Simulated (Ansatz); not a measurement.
**Changing the shape of ScCl, singlet**

Computed with Ansatz's Gaussian-basis code (development build). Basis def2-SVP, nonrelativistic, 10 orbitals frozen in the corrections; active space CAS(10,6). Restricted Hartree–Fock, then the lowest state-specific CASSCF solution met for each case. The basis is small, far from the limit. On stretched bonds single-reference methods can fail or change state. Solutions in different active orbitals can move differences by tenths of an eV and at times more than 1 eV.

Case A: bond length 2.2300 Å.

Case B: bond length 3.3450 Å. A bond is stretched, to 1.23 times the sum of the covalent radii.

Energy less that of case A, in eV:

```tsv
case	RHF/ROHF	CASSCF
B	+2.552	+1.724
```

Task: Give the SC-NEVPT2 energies against case A.

Result: B: +2.322 eV (53.5 kcal/mol).
